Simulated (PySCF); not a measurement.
## Fractional electron number in Fe²⁺ (iron, charge +2)

The 3d beta orbital of [Ar] 3d6 is emptied in steps (occupation f), with all orbitals relaxed, ending at [Ar] 3d5. Calculation: PySCF 2.14, in aug-cc-pVTZ (8s7p5d3f2g, 93 functions); the non-relativistic Hamiltonian (point nucleus). The exact energy is a straight line in f; departures are measured from the line between the end points of the same method.

```
  f  UHF (eV)  LDA (eV)  PBE (eV)
  1     0.000     0.000     0.000
0.8     0.421    -1.296    -1.264
0.6     0.605    -1.963    -1.911
0.4     0.579    -1.981    -1.925
0.2     0.371    -1.332    -1.292
  0     0.000     0.000     0.000
```

```csv
method,E(f=0) − E(f=1) (eV),−ε at f=1 (eV),−ε at f=0.4 (eV)
UHF,28.534,31.293,27.930
LDA,31.879,23.860,33.442
PBE,31.681,23.851,33.220
```

Orbital energy along the path (eV):

```
  f      UHF      LDA      PBE
  1  -31.293  -23.860  -23.851
0.8  -30.018  -26.954  -26.888
0.6  -28.906  -30.150  -30.015
0.4  -27.930  -33.442  -33.220
0.2  -27.069  -36.819  -36.488
  0  -26.305  -40.274  -39.795
```

Reference removal energy between the ground levels: 30.651 ± 0.012 eV (measured; NIST Atomic Spectra Database, ionization energies). The calculation has no spin-orbit coupling. The determinant left behind need not be the lowest term of the ion. UHF lacks correlation.
